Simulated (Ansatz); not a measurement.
Geometry optimisation, UKS B3LYP/6-31G* in Ansatz 0.2.0.

Input file:

```yaml
crystal:
  periodic: [false, false, false]
  atoms:
    - { symbol: Mg, position_ang: [-0.948246, -2.024162, -0.985387] }
    - { symbol: H, position_ang: [-0.157091, -0.870058, -1.982589] }
    - { symbol: Cl, position_ang: [-1.975147, -3.89471, -0.36425] }
    - { symbol: H, position_ang: [0.281208, 0.570727, 1.197635] }
    - { symbol: "N", position_ang: [0.020016, -0.248502, 1.748959] }
    - { symbol: H, position_ang: [0.401877, 0.861763, -1.354403] }
    - { symbol: "N", position_ang: [0.629699, 1.691139, -0.796943] }
    - { symbol: H, position_ang: [-0.720701, 0.032271, 2.385477] }
    - { symbol: H, position_ang: [0.818303, -0.511805, 2.322279] }
    - { symbol: H, position_ang: [0.055494, 2.456629, -1.152622] }
    - { symbol: H, position_ang: [1.594689, 1.936508, -1.018357] }
magnetization:
  spin_polarized: true
basis:
  gaussian: { orbitals: "6-31G*" }
hamiltonian:
  xc: b3lyp
relax:
  f_tol: 0.03
  max_steps: 50
```

Launched with:

```bash
$ ansatz run input.yaml --threads 2 --pin off --max-ram 3072MiB --backend cpu --events-out ev --progress --plain --runs-dir out
```

Where does it end, and by what steps?

The run converged. After 12 steps the energy has fallen by 1.010 eV; Cl3 moved furthest, 0.90 Å. Joined: Mg1–N5 (3.40 → 2.15 Å).

```csv
step,energy less start (eV),largest force component (eV/Å),accepted
0,0.0000,0.402,yes
1,-0.2056,0.509,yes
2,-0.4539,0.600,yes
3,-0.7366,0.542,yes
4,-0.9040,0.212,yes
5,-0.9511,0.223,yes
6,-0.9839,0.300,yes
7,-0.9947,0.558,yes
8,-1.0018,0.216,yes
9,-1.0089,0.069,yes
10,-1.0093,0.057,yes
11,-1.0095,0.031,yes
12,-1.0096,0.006,yes
```

```xyz
11
Properties=species:S:1:pos:R:3
Mg -0.704 -1.735 -0.438
H -0.214 -1.006 -1.937
Cl -1.763 -3.530 0.428
H 0.187 0.452 0.754
N -0.135 -0.441 1.185
H 0.497 1.050 -1.400
N 0.674 1.708 -0.636
H -0.899 -0.236 1.830
H 0.625 -0.806 1.761
H 0.092 2.526 -0.815
H 1.641 2.016 -0.732
```

Whether the end is a true minimum wasn't checked by a vibrational analysis.

The run took 29 s on 2 threads of AMD EPYC 9R14 (Zen 4) (shared host), peak memory 0.24 GiB.
